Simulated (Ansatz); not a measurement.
# Molecular dynamics of H11NO3Si4

Input file:

```yaml
crystal:
  periodic: [false, false, false]
  atoms:
    - { symbol: Si, position_ang: [-0.229924, -0.08757, 0.463696] }
    - { symbol: "N", position_ang: [-0.183755, -0.152988, 2.244575] }
    - { symbol: H, position_ang: [-0.626552, 0.729214, 2.630174] }
    - { symbol: H, position_ang: [0.817762, -0.097355, 2.585827] }
    - { symbol: O, position_ang: [1.29173, 0.179569, -0.254928] }
    - { symbol: Si, position_ang: [1.856099, -1.112239, -1.246969] }
    - { symbol: H, position_ang: [1.035205, -1.355684, -2.432215] }
    - { symbol: H, position_ang: [3.167828, -0.661955, -1.695728] }
    - { symbol: H, position_ang: [2.036684, -2.374326, -0.530428] }
    - { symbol: O, position_ang: [-1.31627, 1.181867, 0.141818] }
    - { symbol: Si, position_ang: [-1.887328, 1.321493, -1.474036] }
    - { symbol: H, position_ang: [-2.802897, 0.23812, -1.832501] }
    - { symbol: H, position_ang: [-2.611945, 2.583474, -1.527629] }
    - { symbol: H, position_ang: [-0.811343, 1.346659, -2.465122] }
    - { symbol: O, position_ang: [-0.726102, -1.582859, -0.180453] }
    - { symbol: Si, position_ang: [-1.50161, -2.674758, 0.900375] }
    - { symbol: H, position_ang: [-0.585969, -3.245772, 1.886144] }
    - { symbol: H, position_ang: [-2.642469, -2.084462, 1.597718] }
    - { symbol: H, position_ang: [-1.986744, -3.755128, 0.050682] }
basis:
  gaussian: { orbitals: STO-3G }
hamiltonian:
  xc: pbe
md:
  timestep: 1.0
  n_steps: 130
  ensemble: nvt_nose_hoover
  temperature: 300.0
  initial_velocities: maxwell_boltzmann
  seed: 599311
  nose_hoover: { tau: 100.0, chain_length: 3 }
```

Command:

```bash
$ ansatz run input.yaml --threads 1 --pin off --max-ram 2048MiB --backend cpu --events-out ev --progress --plain --runs-dir out
```

It starts from a relaxed structure.

Output, in part (one step line in 3, the closing report, with atoms numbered from 0):

```
md step     0: t =     0.00 fs  T =   300.0 K  F+E_penalty+E_count = -38827.76111848 eV  E_kin = 0.659226 eV  conserved = -38827.10189248 eV  (25 SCF iters)
md step     3: t =     3.00 fs  T =   187.2 K  F+E_penalty+E_count = -38827.50008931 eV  E_kin = 0.411385 eV  conserved = -38827.08874949 eV  (27 SCF iters)
md step     6: t =     6.00 fs  T =   187.5 K  F+E_penalty+E_count = -38827.50778471 eV  E_kin = 0.412114 eV  conserved = -38827.09598886 eV  (27 SCF iters)
md step     9: t =     9.00 fs  T =   107.5 K  F+E_penalty+E_count = -38827.32615852 eV  E_kin = 0.236138 eV  conserved = -38827.09078821 eV  (28 SCF iters)
md step    12: t =    12.00 fs  T =   154.5 K  F+E_penalty+E_count = -38827.43319804 eV  E_kin = 0.339571 eV  conserved = -38827.09503777 eV  (27 SCF iters)
md step    15: t =    15.00 fs  T =   149.0 K  F+E_penalty+E_count = -38827.41587245 eV  E_kin = 0.327335 eV  conserved = -38827.09122141 eV  (28 SCF iters)
md step    18: t =    18.00 fs  T =   198.8 K  F+E_penalty+E_count = -38827.52867571 eV  E_kin = 0.436878 eV  conserved = -38827.09594975 eV  (25 SCF iters)
md step    21: t =    21.00 fs  T =   169.6 K  F+E_penalty+E_count = -38827.45800845 eV  E_kin = 0.372772 eV  conserved = -38827.09163826 eV  (27 SCF iters)
md step    24: t =    24.00 fs  T =   167.2 K  F+E_penalty+E_count = -38827.45329008 eV  E_kin = 0.367474 eV  conserved = -38827.09412604 eV  (27 SCF iters)
md step    27: t =    27.00 fs  T =   168.6 K  F+E_penalty+E_count = -38827.45372966 eV  E_kin = 0.370561 eV  conserved = -38827.09410259 eV  (27 SCF iters)
md step    30: t =    30.00 fs  T =   138.6 K  F+E_penalty+E_count = -38827.38225978 eV  E_kin = 0.304620 eV  conserved = -38827.09090227 eV  (28 SCF iters)
md step    33: t =    33.00 fs  T =   157.9 K  F+E_penalty+E_count = -38827.42774071 eV  E_kin = 0.346875 eV  conserved = -38827.09712783 eV  (29 SCF iters)
md step    36: t =    36.00 fs  T =    90.9 K  F+E_penalty+E_count = -38827.27017418 eV  E_kin = 0.199662 eV  conserved = -38827.08901090 eV  (28 SCF iters)
md step    39: t =    39.00 fs  T =   153.5 K  F+E_penalty+E_count = -38827.41244926 eV  E_kin = 0.337337 eV  conserved = -38827.09673786 eV  (28 SCF iters)
md step    42: t =    42.00 fs  T =   126.3 K  F+E_penalty+E_count = -38827.34178491 eV  E_kin = 0.277445 eV  conserved = -38827.08926126 eV  (28 SCF iters)
md step    45: t =    45.00 fs  T =   224.0 K  F+E_penalty+E_count = -38827.55961820 eV  E_kin = 0.492162 eV  conserved = -38827.09742538 eV  (27 SCF iters)
md step    48: t =    48.00 fs  T =   176.0 K  F+E_penalty+E_count = -38827.44102766 eV  E_kin = 0.386819 eV  conserved = -38827.09008351 eV  (27 SCF iters)
md step    51: t =    51.00 fs  T =   195.0 K  F+E_penalty+E_count = -38827.48335466 eV  E_kin = 0.428528 eV  conserved = -38827.09641170 eV  (27 SCF iters)
md step    54: t =    54.00 fs  T =   106.0 K  F+E_penalty+E_count = -38827.27447268 eV  E_kin = 0.232887 eV  conserved = -38827.08817416 eV  (28 SCF iters)
md step    57: t =    57.00 fs  T =   173.6 K  F+E_penalty+E_count = -38827.42717345 eV  E_kin = 0.381411 eV  conserved = -38827.09674701 eV  (28 SCF iters)
md step    60: t =    60.00 fs  T =   150.9 K  F+E_penalty+E_count = -38827.36263269 eV  E_kin = 0.331515 eV  conserved = -38827.08842219 eV  (28 SCF iters)
md step    63: t =    63.00 fs  T =   225.1 K  F+E_penalty+E_count = -38827.52676084 eV  E_kin = 0.494529 eV  conserved = -38827.09637250 eV  (29 SCF iters)
md step    66: t =    66.00 fs  T =   190.9 K  F+E_penalty+E_count = -38827.43836256 eV  E_kin = 0.419454 eV  conserved = -38827.09158885 eV  (27 SCF iters)
md step    69: t =    69.00 fs  T =   173.9 K  F+E_penalty+E_count = -38827.39417115 eV  E_kin = 0.382066 eV  conserved = -38827.09162456 eV  (28 SCF iters)
md step    72: t =    72.00 fs  T =   169.3 K  F+E_penalty+E_count = -38827.37875026 eV  E_kin = 0.372075 eV  conserved = -38827.09372113 eV  (28 SCF iters)
md step    75: t =    75.00 fs  T =   162.9 K  F+E_penalty+E_count = -38827.35586882 eV  E_kin = 0.357861 eV  conserved = -38827.09117889 eV  (26 SCF iters)
md step    78: t =    78.00 fs  T =   184.9 K  F+E_penalty+E_count = -38827.39813847 eV  E_kin = 0.406205 eV  conserved = -38827.09335600 eV  (28 SCF iters)
md step    81: t =    81.00 fs  T =   171.2 K  F+E_penalty+E_count = -38827.36027690 eV  E_kin = 0.376299 eV  conserved = -38827.09229508 eV  (27 SCF iters)
md step    84: t =    84.00 fs  T =   192.5 K  F+E_penalty+E_count = -38827.39944863 eV  E_kin = 0.423090 eV  conserved = -38827.09298334 eV  (27 SCF iters)
md step    87: t =    87.00 fs  T =   171.2 K  F+E_penalty+E_count = -38827.34249749 eV  E_kin = 0.376182 eV  conserved = -38827.09054084 eV  (27 SCF iters)
md step    90: t =    90.00 fs  T =   234.1 K  F+E_penalty+E_count = -38827.47884176 eV  E_kin = 0.514410 eV  conserved = -38827.09728311 eV  (28 SCF iters)
md step    93: t =    93.00 fs  T =   178.1 K  F+E_penalty+E_count = -38827.33635287 eV  E_kin = 0.391312 eV  conserved = -38827.08653276 eV  (27 SCF iters)
md step    96: t =    96.00 fs  T =   223.8 K  F+E_penalty+E_count = -38827.43933541 eV  E_kin = 0.491839 eV  conserved = -38827.09756145 eV  (27 SCF iters)
md step    99: t =    99.00 fs  T =   150.9 K  F+E_penalty+E_count = -38827.26426923 eV  E_kin = 0.331635 eV  conserved = -38827.08983156 eV  (27 SCF iters)
md step   102: t =   102.00 fs  T =   186.3 K  F+E_penalty+E_count = -38827.33746562 eV  E_kin = 0.409460 eV  conserved = -38827.09188219 eV  (28 SCF iters)
md step   105: t =   105.00 fs  T =   183.5 K  F+E_penalty+E_count = -38827.32283399 eV  E_kin = 0.403196 eV  conserved = -38827.09089607 eV  (27 SCF iters)
md step   108: t =   108.00 fs  T =   239.5 K  F+E_penalty+E_count = -38827.44335549 eV  E_kin = 0.526174 eV  conserved = -38827.09588522 eV  (27 SCF iters)
md step   111: t =   111.00 fs  T =   198.9 K  F+E_penalty+E_count = -38827.33791279 eV  E_kin = 0.436993 eV  conserved = -38827.08798638 eV  (27 SCF iters)
md step   114: t =   114.00 fs  T =   205.6 K  F+E_penalty+E_count = -38827.35193466 eV  E_kin = 0.451808 eV  conserved = -38827.09401145 eV  (26 SCF iters)
md step   117: t =   117.00 fs  T =   158.3 K  F+E_penalty+E_count = -38827.23773393 eV  E_kin = 0.347928 eV  conserved = -38827.08983389 eV  (27 SCF iters)
md step   120: t =   120.00 fs  T =   191.2 K  F+E_penalty+E_count = -38827.30614962 eV  E_kin = 0.420064 eV  conserved = -38827.09145912 eV  (28 SCF iters)
md step   123: t =   123.00 fs  T =   210.8 K  F+E_penalty+E_count = -38827.34235781 eV  E_kin = 0.463305 eV  conserved = -38827.09113617 eV  (27 SCF iters)
md step   126: t =   126.00 fs  T =   209.8 K  F+E_penalty+E_count = -38827.33467352 eV  E_kin = 0.461093 eV  conserved = -38827.09184692 eV  (27 SCF iters)
md step   129: t =   129.00 fs  T =   199.4 K  F+E_penalty+E_count = -38827.30565097 eV  E_kin = 0.438169 eV  conserved = -38827.09191318 eV  (27 SCF iters)
md step   130: t =   130.00 fs  T =   180.2 K  F+E_penalty+E_count = -38827.25981751 eV  E_kin = 0.395933 eV  conserved = -38827.09012469 eV  (26 SCF iters)
Total energy: -38827.25984938 eV, -1426.8754814027 hartree
Atom 0 at    -0.291143    -0.144069     0.461655 Å, force    -0.566924    -0.528267     0.757898 eV/Å
Atom 1 at    -0.209016     0.201736     2.246903 Å, force     1.259705    -0.154483    -0.000199 eV/Å
Atom 2 at    -0.288451     1.277141     2.199757 Å, force     0.102950    -0.287825     0.390371 eV/Å
Atom 3 at     0.852397     0.075694     2.523384 Å, force    -1.206826     0.244411    -0.270029 eV/Å
Atom 4 at     1.034288     0.216666    -0.484054 Å, force     0.701550     0.500410    -0.223100 eV/Å
Atom 5 at     1.742422    -1.128488    -1.255649 Å, force    -0.215271    -0.480693    -0.373740 eV/Å
Atom 6 at     0.896896    -1.756074    -2.259308 Å, force    -0.047891     0.072696    -0.249173 eV/Å
Atom 7 at     2.869082    -0.532576    -1.923599 Å, force     0.428997     0.102007    -0.242468 eV/Å
Atom 8 at     2.226957    -2.213302    -0.422914 Å, force     0.150598    -0.019403     0.354202 eV/Å
Atom 9 at    -1.540316     0.898295     0.085647 Å, force    -0.226340     0.185045     0.753440 eV/Å
Atom 10 at    -1.620900     1.601507    -1.432263 Å, force    -1.469930    -0.779763    -1.121988 eV/Å
Atom 11 at    -1.956581     0.530337    -2.409880 Å, force     0.681270     0.482820     0.003715 eV/Å
Atom 12 at    -2.834050     2.377241    -1.422235 Å, force    -0.307009     0.417548     0.178906 eV/Å
Atom 13 at    -0.579397     2.513163    -1.819476 Å, force     0.699530     0.093856    -0.230592 eV/Å
Atom 14 at    -0.524447    -1.758038    -0.012762 Å, force    -0.294606    -0.334747     0.345718 eV/Å
Atom 15 at    -1.458781    -2.866809     0.945985 Å, force     0.542800    -0.933408    -1.874190 eV/Å
Atom 16 at    -0.683367    -3.219862     2.113976 Å, force     0.079887    -0.313862     0.351190 eV/Å
Atom 17 at    -2.706169    -2.299733     1.335886 Å, force    -0.819770     0.349086     0.358871 eV/Å
Atom 18 at    -1.758787    -4.089866     0.049650 Å, force     0.507281     1.384571     1.091169 eV/Å
Dipole moment:     0.197627    -0.019680     0.044436 e Å
```

All steps were run. The conserved energy stayed within 0.81 meV per atom of its start (net change 0.62 meV per atom), so the integration is sound. The mean temperature of the second half is 37 % below the set value. A run of 0.13 ps of so small a system gives no equilibrium averages. Limits of this set-up: minimal basis.

The same pairs are bonded in the first frame and the last. Pairs count as bonded within 1.25 times the sum of covalent radii (0.12 Å more for H–H).

Last frame:

```xyz
19
Properties=species:S:1:pos:R:3
Si -0.291 -0.144 0.462
N -0.209 0.202 2.247
H -0.288 1.277 2.200
H 0.852 0.076 2.523
O 1.034 0.217 -0.484
Si 1.742 -1.129 -1.256
H 0.897 -1.756 -2.259
H 2.869 -0.533 -1.924
H 2.227 -2.213 -0.423
O -1.540 0.898 0.086
Si -1.621 1.601 -1.432
H -1.957 0.530 -2.410
H -2.834 2.377 -1.422
H -0.579 2.513 -1.819
O -0.524 -1.758 -0.013
Si -1.459 -2.867 0.946
H -0.683 -3.220 2.114
H -2.706 -2.300 1.336
H -1.759 -4.090 0.050
```

Time of the run: 16 min on 1 thread of Arm Neoverse V1, on a shared host, peak memory 0.14 GiB.
